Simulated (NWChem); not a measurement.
Everything below was run with NWChem. System: silicon monosulfide (SSi), charge 0, spin multiplicity 1, at a geometry optimised with PBE0/def2-SVP. Level: MP2/def2-TZVP, 10 core orbitals frozen.

Output (cleaned and shortened):

```
             Northwest Computational Chemistry Package (NWChem) 7.3.0
             --------------------------------------------------------

                                NWChem Input Module
                                -------------------

 Scaling coordinates for geometry "geometry" by  1.889725989
 (inverse scale =  0.529177249)

 Turning off AUTOSYM since
 SYMMETRY directive was detected!

                             Geometry "geometry" -> ""
                             -------------------------

 Output coordinates in angstroms (scale by  1.889725989 to convert to a.u.)

  No.       Tag          Charge          X              Y              Z
 ---- ---------------- ---------- -------------- -------------- --------------
    1 Si                  14.0000     0.00000000     0.00000000     1.03447900
    2 S                   16.0000     0.00000000     0.00000000    -0.90517000

 Effective nuclear repulsion energy (a.u.)      61.1119350851

            Nuclear Dipole moment (a.u.)
            ----------------------------
        X                 Y               Z
 ---------------- ---------------- ----------------
     0.0000000000     0.0000000000    -0.0000264562

      Symmetry information
      --------------------

 Group name             C2v
 Group number             16
 Group order               4
 No. of unique centers     2

      Symmetry unique atoms

     1    2


 Summary of "ao basis" -> "" (spherical)
 ------------------------------------------------------------------------------
       Tag                 Description            Shells   Functions and Types
 ---------------- ------------------------------  ------  ---------------------
 *                         def2-tzvp                  on all atoms

 Summary of "ao basis" -> "ao basis" (spherical)
 ------------------------------------------------------------------------------
       Tag                 Description            Shells   Functions and Types
 ---------------- ------------------------------  ------  ---------------------
 Si                        def2-tzvp                13       37   5s5p2d1f
 S                         def2-tzvp                13       37   5s5p2d1f

                                 NWChem SCF Module
                                 -----------------

  ao basis        = "ao basis"
  functions       =    74
  atoms           =     2
  closed shells   =    15
  open shells     =     0
  charge          =   0.00
  wavefunction    = RHF
  use symmetry    = T
  symmetry adapt  = T

 Summary of "ao basis" -> "ao basis" (spherical)
 ------------------------------------------------------------------------------
       Tag                 Description            Shells   Functions and Types
 ---------------- ------------------------------  ------  ---------------------
 Si                        def2-tzvp                13       37   5s5p2d1f
 S                         def2-tzvp                13       37   5s5p2d1f

      Symmetry analysis of basis
      --------------------------

        a1         32
        a2          6
        b1         18
        b2         18

 Forming initial guess at       0.1s

      Superposition of Atomic Density Guess
      -------------------------------------

 Sum of atomic energies:        -686.31491183

      Non-variational initial energy
      ------------------------------

 Total energy =    -686.511503
 1-e energy   =   -1071.566166
 2-e energy   =     323.942728
 HOMO         =      -0.285601
 LUMO         =      -0.038961

      Symmetry analysis of molecular orbitals - initial
      -------------------------------------------------

 !! scf_movecs_sym_adapt:   48 vectors were symmetry contaminated

  Symmetry fudging

 !! scf_movecs_sym_adapt:   46 vectors were symmetry contaminated

  Numbering of irreducible representations:

     1 a1          2 a2          3 b1          4 b2

  Orbital symmetries:

     1 a1          2 a1          3 a1          4 a1          5 b2
     6 b1          7 a1          8 a1          9 b2         10 b1
    11 a1         12 a1         13 b1         14 b2         15 a1
    16 b2         17 b1         18 a1         19 a1         20 b2
    21 b1         22 a1         23 a1         24 a2         25 a1
[...]
                       -------------------------------------

 Vector   13  Occ=2.000000D+00  E=-3.896357D-01  Symmetry=a1
              MO Center= -1.2D-15,  7.4D-16,  6.0D-01, r^2= 3.2D+00
   Bfn.  Coefficient  Atom+Function         Bfn.  Coefficient  Atom+Function
  ----- ------------  ---------------      ----- ------------  ---------------
     5      0.465168  1 Si s                 54     -0.350219  2 S  pz
    17      0.320600  1 Si pz                 4      0.275201  1 Si s
    57     -0.245801  2 S  pz                 3     -0.168622  1 Si s
    51     -0.158622  2 S  pz

 Vector   14  Occ=2.000000D+00  E=-3.866001D-01  Symmetry=b1
              MO Center= -1.8D-16,  9.5D-31, -5.0D-01, r^2= 1.9D+00
   Bfn.  Coefficient  Atom+Function         Bfn.  Coefficient  Atom+Function
  ----- ------------  ---------------      ----- ------------  ---------------
    52      0.446105  2 S  px                55      0.301935  2 S  px
    15      0.201008  1 Si px                49      0.197682  2 S  px
    43     -0.161032  2 S  px

 Vector   15  Occ=2.000000D+00  E=-3.866001D-01  Symmetry=b2
              MO Center= -1.1D-30,  2.5D-16, -5.0D-01, r^2= 1.9D+00
   Bfn.  Coefficient  Atom+Function         Bfn.  Coefficient  Atom+Function
  ----- ------------  ---------------      ----- ------------  ---------------
    53      0.446105  2 S  py                56      0.301935  2 S  py
    16      0.201008  1 Si py                50      0.197682  2 S  py
    44     -0.161032  2 S  py

 Vector   16  Occ=0.000000D+00  E= 2.470648D-02  Symmetry=b2
              MO Center=  7.2D-30, -8.9D-16,  8.7D-01, r^2= 4.0D+00
   Bfn.  Coefficient  Atom+Function         Bfn.  Coefficient  Atom+Function
  ----- ------------  ---------------      ----- ------------  ---------------
    19      0.740446  1 Si py                56     -0.435807  2 S  py
    16      0.309943  1 Si py                53     -0.184366  2 S  py

 Vector   17  Occ=0.000000D+00  E= 2.470648D-02  Symmetry=b1
              MO Center=  1.8D-15, -6.1D-30,  8.7D-01, r^2= 4.0D+00
   Bfn.  Coefficient  Atom+Function         Bfn.  Coefficient  Atom+Function
  ----- ------------  ---------------      ----- ------------  ---------------
    18      0.740446  1 Si px                55     -0.435807  2 S  px
    15      0.309943  1 Si px                52     -0.184366  2 S  px

 Vector   18  Occ=0.000000D+00  E= 1.394187D-01  Symmetry=a1
              MO Center= -2.4D-17,  4.1D-17,  8.4D-01, r^2= 6.9D+00
   Bfn.  Coefficient  Atom+Function         Bfn.  Coefficient  Atom+Function
  ----- ------------  ---------------      ----- ------------  ---------------
    42      1.897496  2 S  s                 20      1.679380  1 Si pz
     5     -1.603781  1 Si s                 57      0.888247  2 S  pz
    17      0.276854  1 Si pz                54      0.254753  2 S  pz
    28     -0.179493  1 Si d  0

 center of mass
 --------------
 x =   0.00000000 y =   0.00000000 z =   0.00004375

 moments of inertia (a.u.)
 ------------------
         200.462357521714           0.000000000000           0.000000000000
           0.000000000000         200.462357521714           0.000000000000
           0.000000000000           0.000000000000           0.000000000000

  Mulliken analysis of the total density
  --------------------------------------

    Atom       Charge   Shell Charges
 -----------   ------   -------------------------------------------------------
    1 Si  14    13.64   2.00  0.59  1.38  1.09  0.77  4.10  1.74  0.42  0.95  0.38  0.07  0.13  0.02
    2 S   16    16.36   2.01  0.49  1.48  1.05  0.79  4.18  1.69  0.87  2.36  1.37  0.02  0.05  0.00

       Multipole analysis of the density wrt the origin
       ------------------------------------------------

     L   x y z        total         open         nuclear
     -   - - -        -----         ----         -------
     0   0 0 0     -0.000000      0.000000     30.000000

     1   1 0 0      0.000000      0.000000      0.000000
     1   0 1 0     -0.000000      0.000000      0.000000
     1   0 0 1      0.924246      0.000000     -0.000026

     2   2 0 0    -18.998383      0.000000      0.000000
     2   1 1 0      0.000000      0.000000      0.000000
     2   1 0 1      0.000000      0.000000      0.000000
     2   0 2 0    -18.998383      0.000000      0.000000
     2   0 1 1     -0.000000      0.000000      0.000000
     2   0 0 2    -19.715087      0.000000    100.316121

                   NWChem MP2 Semi-direct Energy/Gradient Module
                   ---------------------------------------------

  Basis functions       =     74
  Molecular orbitals    =     74
  Frozen core           =     10
  Frozen virtuals       =      0
  Active alpha occupied =      5
  Active beta occupied  =      5
  Active alpha virtual  =     59
  Active beta virtual   =     59
  Use MO symmetry       = T
  Use skeleton AO sym   = T

  AO/Fock/Back tols     =   1.0D-09  1.0D-09  1.0D-09

 GA uses MA = F    GA memory limited = T

 Available:
  local mem=  1.15D+08
 global mem=  1.31D+08
 local disk=  0.00D+00
  mp2_memr nvloc                    59
  nvloc new                    59
   1 passes of   5:        4194304                      25915                   2764683.
   1 passes of   5: M    114683628           G      131061048           F     110489324.

 Semi-direct pass number   1 of   1  for RHF alpha+beta  at        0.8s
  vrange nnbf                  2747
  mp2_eaftype                    10  avail_ma_in_mb                   999
 EAF : mp2_eaftype filesize          10    1382341.
  mp2_eaf for mointskh                     10
Node 0 wrote      6.5 Mb in      0.0 s     Agg I/O rate:  1843.6 Mb/s
 Done moints_semi at        2.0s
  mp2_eaftype                    10  avail_ma_in_mb                   989
 EAF : mp2_eaftype filesize          10    1382341.
  mp2_eaf for kh                    10
 Done maket at        2.1s
 Done multipass loop at        2.1s

          -------------------------------------------
          SCF energy                -686.495941277775
          Correlation energy          -0.256028799486
          Singlet pairs               -0.164069447899
          Triplet pairs               -0.091959351588
          Total MP2 energy          -686.751970077261
          -------------------------------------------

          ---------------------------------------------------
                    Spin Component Scaled (SCS) MP2
          Same spin pairs                     -0.061306234392
          Same spin scaling factor             0.333333333333
          Opposite spin pairs                 -0.194722565095
          Opposite spin scaling fact.          1.200000000000
          SCS-MP2 correlation energy          -0.254102489577
          Total SCS-MP2 energy              -686.750043767352
          ---------------------------------------------------

 -----------------------
 Performance information
 -----------------------

 Timer overhead =  1.91D-07 seconds/call

               Nr. of calls         CPU time (s)                 Wall time (s)                GFlops
             ---------------    -------------------     ------------------------------   -------------------
Name         Min   Avg   Max    Min     Avg     Max     Min     Avg     Max   Mx/calls   Min     Max     Sum
mp2: moin     1     1     1    1.3     1.3     1.3      1.3     1.3     1.3     1.3      0.0     0.0     0.0
mp2: make     1     1     1   2.95E-2 2.95E-2 2.95E-2  2.95E-2 2.95E-2 2.95E-2 2.95E-2   0.0     0.0     0.0
mp2: tota     1     1     1    1.3     1.3     1.3      1.3     1.3     1.3     1.3      0.0     0.0     0.0

 The average no. of pstat calls per process was 3.00D+00
 with a timing overhead of 5.74D-07s

 Task  times  cpu:        2.0s     wall:        2.0s

 Total times  cpu:        2.1s     wall:        2.1s
```

Problem. Write an NWChem input that would produce this output.

Solution. Several could match; the one computed here: 
```
start mol
memory heap 200 mb stack 800 mb global 1000 mb
geometry units angstroms nocenter noautoz
  Si     0.000000     0.000000     1.034479
  S      0.000000     0.000000    -0.905170
  symmetry group C2v
end
basis spherical
  * library def2-tzvp
end
scf
  rhf
  nopen 0
  maxiter 100
  thresh 1e-7
  semidirect memsize 60000000 filesize 0
end
mp2
  freeze core 10
end
task mp2 energy
```
